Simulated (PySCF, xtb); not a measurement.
Sn(H)3(OEt) (C2H8OSn), SMILES [SnH3][O]CC. Other conformers were not sampled.

Harmonic wavenumbers (cm⁻¹) from GFN2-xTB run with xtb 6.7.1 at its own minimum, in rising order: 35, 129, 139, 214, 266, 443, 467, 538, 611, 642, 680, 834, 939, 1082, 1125, 1153, 1276, 1354, 1397, 1474, 1495, 1499, 1544, 1727, 1858, 2866, 2897, 3039, 3050, 3054.

Q: What does PBE0-D3(BJ)/def2-SVP (PySCF) give at its own minimum? (An estimate is asked for; the answer gives what the named calculation found.)

A: 53, 85, 146, 269, 313, 499, 509, 633, 697, 700, 718, 815, 941, 1111, 1167, 1173, 1301, 1372, 1422, 1449, 1473, 1503, 1926, 1928, 1974, 2959, 2995, 3058, 3158, 3163. Paired by order, the mean absolute difference is 63 cm⁻¹ and the zero-point energies are 54.1 and 56.5 kcal/mol.
